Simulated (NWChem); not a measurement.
# C$_{4}$H$_{2}$F$_{2}$; SMILES C(=C(/C#C)F)/F

Give the equilibrium geometry at B3LYP/6-31G* (spherical d) (NWChem) as a list of bonds and angles, with the point group.

point group Cs; any orientation.
Bond lengths (Å): C1–C2 1.209, C1–H7 1.067, C2–C3 1.416, C3–F4 1.356, C3–C5 1.338, C5–F6 1.339, C5–H8 1.084. Bond angles (°): C2–C1–H7 179.0, C1–C2–C3 178.3, C2–C3–F4 116.3, C2–C3–C5 126.1, F4–C3–C5 117.6, C3–C5–F6 121.1, C3–C5–H8 124.0, F6–C5–H8 114.9.
